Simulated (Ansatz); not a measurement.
GaH3O, singlet: a nudged elastic band.

in.yaml

```yaml
crystal:
  periodic: [false, false, false]
  atoms:
    - {symbol: Ga, position_ang: [-0.349716, 0.316558, 0.282769]}
    - {symbol: H, position_ang: [-1.499509, 0.444565, -0.771844]}
    - {symbol: O, position_ang: [1.081211, -0.654476, -0.171311]}
    - {symbol: H, position_ang: [1.033304, -1.034757, -1.050507]}
    - {symbol: H, position_ang: [-0.265289, 0.928110, 1.710892]}
basis:
  gaussian: {orbitals: def2-SVP}
hamiltonian: {xc: pbe0, dispersion: d4}
neb:
  images: 5
  climbing: true
  max_iterations: 40
  initial_path: idpp
  final_atoms:
    - {symbol: Ga, position_ang: [0.498030, 0.464537, 1.587425]}
    - {symbol: H, position_ang: [-0.927508, -0.726009, -2.653882]}
    - {symbol: O, position_ang: [0.514503, -0.227724, 0.101497]}
    - {symbol: H, position_ang: [-0.569854, -0.617714, -2.003726]}
    - {symbol: H, position_ang: [0.484831, 1.106909, 2.968687]}
```

Command:

```bash
ansatz run in.yaml --threads 2 --pin off --events-out ev --progress --plain --max-ram 4352MiB
```

The run's output (Ansatz 0.2.0):

```
Functional definition: PBE0
  name "PBE0"
  cite "Adamo & Barone, J. Chem. Phys. 110, 6158 (1999) doi:10.1063/1.478522"
  cite "Perdew, Burke & Ernzerhof, Phys. Rev. Lett. 77, 3865 (1996) doi:10.1103/PhysRevLett.77.3865"
  parent pbe
  parameter a = 0.25
  parameter kappa = 0.804
  parameter beta = 0.06672455060314922
  exchange = (1 - a)*pbe_x(kappa = kappa, mu = beta*pi^2/3) + a*exact_x
  correlation = pbe_c(beta = beta)
644 factors; integrals over basis functions are off by at most 2.6e-4 eV
mean field evaluation 1: about -54451.7109 eV, gradient 5.3e1 eV
mean field evaluation 2: about -54423.9281 eV, gradient 1.2e2 eV
mean field evaluation 4: about -54456.5968 eV, gradient 5.7e0 eV
mean field evaluation 8: about -54456.6316 eV, gradient 1.4e-2 eV
mean field -54456.63163833 eV, -2001.2443006778 hartree, gradient 2.4e-5 eV, S^2 0.000000; 0 other end points of the search recorded, 0 dependent functions left out
the calculation of the forces begins
reference -54456.63166419 eV, -2001.2443016282 hartree; 21, 21 occupied and 40, 40 virtual orbitals, 644 factors
638 factors; integrals over basis functions are off by at most 3.7e-4 eV
mean field evaluation 16: about -54291.4438 eV, gradient 1.9e2 eV
mean field -54454.34697629 eV, -2001.1603408966 hartree, gradient 6.9e-5 eV, S^2 0.000000; 0 other end points of the search recorded, 0 dependent functions left out
the calculation of the forces begins
reference -54454.34700335 eV, -2001.1603418912 hartree; 21, 21 occupied and 40, 40 virtual orbitals, 638 factors
WARN: NEB end point (image 0): max|allowed force component| = 1.760e-1 eV/Å (the criterion of neb.relax_end_points is 1.000e-2). That is over neb.f_tol: it is no minimum, so the barrier can be far off. Relax it first
WARN: NEB end point (image 6): max|allowed force component| = 4.727e-1 eV/Å (the criterion of neb.relax_end_points is 1.000e-2). That is over neb.f_tol: it is no minimum, so the barrier can be far off. Relax it first
645 factors; integrals over basis functions are off by at most 7.3e-4 eV
mean field evaluation 32: about -54454.3259 eV, gradient 1.1e1 eV
mean field -54454.62408316 eV, -2001.1705243861 hartree, gradient 6.9e-5 eV, S^2 0.000000; 0 other end points of the search recorded, 0 dependent functions left out
the calculation of the forces begins
reference -54454.62410989 eV, -2001.1705253687 hartree; 21, 21 occupied and 40, 40 virtual orbitals, 645 factors
645 factors; integrals over basis functions are off by at most 1.2e-3 eV
mean field -54451.33141650 eV, -2001.0495211181 hartree, gradient 6.4e-5 eV, S^2 0.000000; 0 other end points of the search recorded, 0 dependent functions left out
the calculation of the forces begins
reference -54451.33144250 eV, -2001.0495220737 hartree; 21, 21 occupied and 40, 40 virtual orbitals, 645 factors
644 factors; integrals over basis functions are off by at most 1.2e-3 eV
mean field evaluation 64: about -54446.1238 eV, gradient 3.3e1 eV
mean field -54449.88176814 eV, -2000.9962475238 hartree, gradient 3.0e-5 eV, S^2 0.000000; 0 other end points of the search recorded, 0 dependent functions left out
the calculation of the forces begins
reference -54449.88179533 eV, -2000.9962485229 hartree; 21, 21 occupied and 40, 40 virtual orbitals, 644 factors
642 factors; integrals over basis functions are off by at most 5.7e-4 eV
mean field -54451.18099907 eV, -2001.0439933799 hartree, gradient 6.5e-5 eV, S^2 0.000000; 0 other end points of the search recorded, 0 dependent functions left out
the calculation of the forces begins
reference -54451.18102745 eV, -2001.0439944227 hartree; 21, 21 occupied and 40, 40 virtual orbitals, 642 factors
643 factors; integrals over basis functions are off by at most 6.4e-4 eV
mean field evaluation 96: about -54443.6244 eV, gradient 6.8e1 eV
mean field -54453.16324599 eV, -2001.1168396103 hartree, gradient 1.8e-5 eV, S^2 0.000000; 0 other end points of the search recorded, 0 dependent functions left out
the calculation of the forces begins
reference -54453.16327394 eV, -2001.1168406375 hartree; 21, 21 occupied and 40, 40 virtual orbitals, 643 factors
NEB iter   1: max|band force component| = 4.591e0 eV/Å  barrier→ = 6.7383 eV  barrier← = 4.4463 eV  Δτ_max = 0.2000 Å  (176 SCF iters)
NEB iter   2: max|band force component| = 3.762e0 eV/Å  barrier→ = 5.6886 eV  barrier← = 3.3966 eV  Δτ_max = 0.2000 Å  (147 SCF iters)
NEB iter   3: max|band force component| = 6.588e0 eV/Å  barrier→ = 4.6722 eV  barrier← = 2.3802 eV  Δτ_max = 0.1015 Å  (148 SCF iters)
NEB iter   4: max|band force component| = 1.804e0 eV/Å  barrier→ = 4.1987 eV  barrier← = 1.9067 eV  Δτ_max = 0.2000 Å  (134 SCF iters)
NEB iter   5: max|band force component| = 4.246e0 eV/Å  barrier→ = 3.8150 eV  barrier← = 1.5230 eV  Δτ_max = 0.1016 Å  (137 SCF iters)
NEB iter   6: max|band force component| = 1.639e0 eV/Å  barrier→ = 3.5644 eV  barrier← = 1.2724 eV  Δτ_max = 0.2000 Å  (128 SCF iters)
NEB iter   7: max|band force component| = 1.916e0 eV/Å  barrier→ = 3.3982 eV  barrier← = 1.1063 eV  Δτ_max = 0.1998 Å  (130 SCF iters)
NEB iter   8: max|band force component| = 2.355e0 eV/Å  barrier→ = 2.7786 eV  barrier← = 0.4866 eV  Δτ_max = 0.0826 Å  (134 SCF iters)
NEB iter   9: max|band force component| = 7.924e-1 eV/Å  barrier→ = 2.8118 eV  barrier← = 0.5199 eV  Δτ_max = 0.0976 Å  (129 SCF iters)
NEB iter  10: max|band force component| = 1.998e0 eV/Å  barrier→ = 2.8108 eV  barrier← = 0.5188 eV  CI = image 2  Δτ_max = 0.2000 Å  (130 SCF iters)
NEB iter  11: max|band force component| = 1.801e0 eV/Å  barrier→ = 2.6153 eV  barrier← = 0.3233 eV  CI = image 2  Δτ_max = 0.2000 Å  (129 SCF iters)
NEB iter  12: max|band force component| = 1.008e0 eV/Å  barrier→ = 3.1432 eV  barrier← = 0.8512 eV  CI = image 2  Δτ_max = 0.1985 Å  (133 SCF iters)
NEB iter  13: max|band force component| = 1.419e0 eV/Å  barrier→ = 3.1214 eV  barrier← = 0.8294 eV  CI = image 2  Δτ_max = 0.0961 Å  (135 SCF iters)
NEB iter  14: max|band force component| = 4.607e-1 eV/Å  barrier→ = 3.0276 eV  barrier← = 0.7356 eV  CI = image 2  Δτ_max = 0.0267 Å  (132 SCF iters)
NEB iter  15: max|band force component| = 3.654e-1 eV/Å  barrier→ = 3.0109 eV  barrier← = 0.7190 eV  CI = image 2  Δτ_max = 0.0377 Å  (127 SCF iters)
NEB iter  16: max|band force component| = 1.435e-1 eV/Å  barrier→ = 3.0000 eV  barrier← = 0.7080 eV  CI = image 2  Δτ_max = 0.0165 Å  (127 SCF iters)
NEB iter  17: max|band force component| = 8.342e-2 eV/Å  barrier→ = 2.9974 eV  barrier← = 0.7054 eV  CI = image 2  Δτ_max = 0.0136 Å  (108 SCF iters)
NEB iter  18: max|band force component| = 6.821e-2 eV/Å  barrier→ = 2.9972 eV  barrier← = 0.7052 eV  CI = image 2  Δτ_max = 0.0069 Å  (119 SCF iters)
NEB iter  19: max|band force component| = 1.049e-2 eV/Å  barrier→ = 2.9972 eV  barrier← = 0.7052 eV  CI = image 2  Δτ_max = 0.0000 Å  (863 SCF iters)
Total energy: -54453.68033468 eV, -2001.1358422694 hartree
Atom 0 at     0.226880     0.173898     0.643078 Å, force     0.004456    -0.005917    -0.009400 eV/Å
Atom 1 at    -0.910485     0.035531    -0.989797 Å, force     0.002188    -0.002520     0.000563 eV/Å
Atom 2 at     1.169112    -0.805432    -0.378815 Å, force    -0.005322     0.005114     0.007675 eV/Å
Atom 3 at    -0.086007    -0.429567    -1.031929 Å, force    -0.001225    -0.000115    -0.006537 eV/Å
Atom 4 at    -0.399499     1.025569     1.757461 Å, force    -0.000097     0.003437     0.007700 eV/Å
Dipole moment:    -0.373375     0.443441     0.525374 e Å

[the SCF lines of later steps are left out]
```

The run took about 91 s on 2 CPU threads (shared host).
